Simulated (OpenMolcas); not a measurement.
Nb3+ (d2) on a cation site of an ionic host was computed by SS-CASPT2, IPEA 0.25 Eh, imaginary shift 0.1 Eh with the d shell active (OpenMolcas, ANO-RCC-VTZP on the metal). Its lowest spin-free states, and all those of the highest spin:

```csv
2S+1,Degeneracy,E (cm-1)
3,3,0
1,3,7210
1,2,7270
1,1,17350
3,3,31060
3,3,37660
1,3,39380
1,3,41170
3,1,63750
1,2,71650
1,1,81190
```

**Question.** Is the site octahedral, tetrahedral or cube-like, axial, or of lower symmetry?

**Answer.** The states with 2S+1 = 3 have orbital degeneracies 3, 3, 3, 1. Threefold states need a cubic site. For d2 at this spin an octahedron puts the threefold T1 below the threefold T2 and a tetrahedron or cube puts the single A2 below the threefold T2, so the site is octahedral. The run had Nb3+ with its 6 nearest fluoride ions at 1.998 Å, on the Ga site of K2NaGaF6 (a = 8.246 Å, distance in the model lattice 1.938 Å). The rest of the host is ab initio model potentials to 7.6 Å, with orthogonalisation functions on the cations behind the ligands, and point charges beyond; the distance is set by hand and nothing relaxes. Ligand basis ANO-RCC-VDZP.

Roots that are degenerate in the reference are averaged as groups; the widest CASPT2 spread within a group is 110 cm-1 (the 3-fold group of multiplicity 3 near 0 cm-1 above the lowest state of its run). Shifts and gaps below about the spread of the groups concerned are not significant. Over all roots computed the reference weight is 0.73; a low but even weight reflects the number of correlated electrons. An orbital triplet at a regular site is open to Jahn-Teller coupling, which can distort the site and quench the lowest spin-orbit gaps and is left out. The least metal-like active orbital is 82 % on the metal (Löwdin) and no ligand orbital is active, so the numbers are rough. Ligand-to-metal charge-transfer states are missing. With no ligand orbital active B as a rule stays too high, so bands that hang on it stand too high and its fall with covalency is understated. With one d shell and no ligand orbital active, 10Dq can be off by a tenth or more. No measured value stands beside these numbers; the geometry was set by hand and not optimised.
